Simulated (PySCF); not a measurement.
A GIAO shielding run with PySCF 2.14.0 with density-fitted response routines (density fitting, non-relativistic, gas phase) on SMILES CC[N+](C)(C)[AlH3-2][N+](C)(C)CC, C8H25AlN2:

```
$ OMP_NUM_THREADS=1 python probes_run.py task.json out

{"job": {"kind": "nmr", "xc": "PBE0", "basis": "pcSseg-1"}, "charge": 0, "multiplicity": 1}
C      2.951666     1.660637    -0.506592
C      3.084848     0.393795     0.312637
N      2.286732    -0.752461    -0.155263
C      2.518947    -1.877445     0.746865
C      2.609647    -1.135881    -1.525335
Al     0.100883    -0.351066    -0.049304
N     -2.079201    -0.024819     0.154676
C     -2.521958    -0.833010     1.285265
C     -2.694191    -0.480971    -1.086704
C     -2.266788     1.416528     0.381649
C     -3.697566     1.893902     0.575313
H      3.525544     2.463062    -0.020069
H      1.902410     1.978019    -0.581519
H      3.346513     1.546757    -1.526891
H      2.757676     0.592624     1.344839
H      4.150088     0.086403     0.361469
H      2.206609    -1.598567     1.763522
H      1.914916    -2.736349     0.426615
H      3.588185    -2.162497     0.763982
H      2.003376    -2.010038    -1.801335
H      3.681342    -1.391074    -1.634775
H      2.356239    -0.321967    -2.215911
H     -0.174619    -1.933199    -0.302472
H      0.317814     0.230927     1.455443
H      0.124174     0.638286    -1.334872
H     -2.038633    -0.470310     2.203263
H     -2.209657    -1.874554     1.122350
H     -3.618825    -0.808283     1.416322
H     -3.797358    -0.427668    -1.054157
H     -2.395893    -1.523000    -1.270295
H     -2.324816     0.131112    -1.921440
H     -1.805766     1.929949    -0.476929
H     -1.655234     1.676698     1.260254
H     -3.699478     2.983901     0.724052
H     -4.332033     1.683117    -0.298931
H     -4.173658     1.443409     1.459334
```

Hardware: 1 thread of an Arm Neoverse V1, shared host. The job also computes population analyses, field gradients.

Q: How large is the calculation?

A: 100 electrons, 319 basis functions and 1663 auxiliary functions.

Q: How long does it take, and how much memory does it need?

A: 2.4 min of wall time, with 13 SCF cycles and 4 response iterations; peak memory 2 GiB. Times on a shared host scatter by some tens of per cent.

Q: And these other runs on the same molecule and hardware: GIAO shielding at B3LYP/pcSseg-1?

A: B3LYP/pcSseg-1: 319 functions, 110 s.
